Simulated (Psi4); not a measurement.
Pair of molecules, SMILES O=C=O with SMILES F[Si](F)(F)F (the first has 3 atoms); geometry from B3LYP-D3(BJ)/def2-TZVP.
(charge 0, multiplicity 1):
```xyz
8

O      0.86699    -0.27905    -0.66583
C      0.03999     0.04392     0.07757
O     -0.79158     0.36872     0.81992
F     -0.35796     1.49476     3.75355
Si    -0.02952    -0.02392     3.94813
F     -1.30281    -0.89580     3.68194
F      1.11884    -0.44865     2.96404
F      0.45610    -0.25998     5.42067
```

Calculation: SAPT0/jun-cc-pV(D+d)Z in Psi4 1.11.

**Question.** Which attractive term is largest, and how does the interaction split up?

**Answer.** electrostatics -2.24, exchange 2.27, induction -0.31, dispersion -1.09, total -1.39 kcal/mol; the largest attraction is electrostatics.
